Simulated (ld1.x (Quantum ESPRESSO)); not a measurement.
Ge: excitation energies, all-electron against PAW

```
Element                 : Ge
Generator               : ld1.x (Quantum ESPRESSO) 7.5
Type                    : PAW
Functional              : LDA (PZ)
Relativity              : scalar-relativistic
Frozen core             : [Ar]
Valence charge          : 14
Reference configuration : 3d10 4s1.75 4p2.25
Partial waves           : 4s (bound): rcut 1.40, rcutus 1.75 bohr; 4s channel at 1.5 Ry: rcut 1.40, rcutus 1.75 bohr; 4p (bound): rcut 1.50, rcutus 2.00 bohr; 4p channel at 2.05 Ry: rcut 1.50, rcutus 2.00 bohr; 3d (bound): rcut 1.00, rcutus 1.35 bohr; 3d channel at 0.8 Ry: rcut 1.00, rcutus 1.35 bohr
Local potential         : all-electron potential smoothed inside 1.45 bohr (lloc = -1)
Core correction         : Bessel-smoothed model core inside 1.10 bohr
Augmentation charge     : PSQ, inside the norm-conserving radii
```

Energies are relative to the spin-unpolarised reference configuration 3d10 4s1.75 4p2.25; without spin polarisation the order of configurations can differ from experiment. Spin-polarised rows fill each open shell by Hund’s rule, majority spin first. Not all tests gave a result: 1 of 9 tests not solved or not reliable. Left out of the table: 3d9 4s2 4p2 (solver errors, printed error -2048 eV). The frozen-core shift is the all-electron ΔE with the core orbitals held at their reference shape minus the fully relaxed ΔE.

| valence configuration | charge | ΔE all-electron (eV) | error AE − PS (meV) | frozen-core shift (meV) |
| --- | --- | --- | --- | --- |
| 3d10 4s2 4p1 | +1 | 5.653 | -0.8 | +0.7 |
| 3d10 4s2 4p0 | +2 | 21.368 | -3.3 | +2.9 |
| 3d10 4s1 4p3 | 0 | 6.060 | -0.6 | +0.5 |
| 3d10 4s2 4p2.3 | -0.3 | -2.911 | +0.3 | -0.2 |
| 3d9 4s2 4p3 | 0 | 27.737 | -264 | +264 |
| 3d10 4s1.75 4p2.25 (spin-polarised) | 0 | -0.907 | -0.3 | +0.4 |
| 3d10 4s2 4p2 (spin-polarised) | 0 | -2.547 | +0.1 | +0.1 |

(1) What are ΔE and the potential's error for 3d10 4s2 4p2?

Levels in the configuration 3d10 4s2 4p2.3:

| level | all-electron (eV) | pseudo (eV) |
| --- | --- | --- |
| 3d | -27.321 | -27.320 |
| 4s | -9.857 | -9.857 |
| 4p | -2.167 | -2.167 |

Results:

(1) ΔE = -1.984 eV all-electron; the error (AE − PS) is +0.2 meV.

A variational frozen-core shift is positive and of second order in the change. This column holds negative values, so the frozen-core run of ld1.x carries numerical noise or an error of first order here, and the column gives no more than the rough size of the effect.
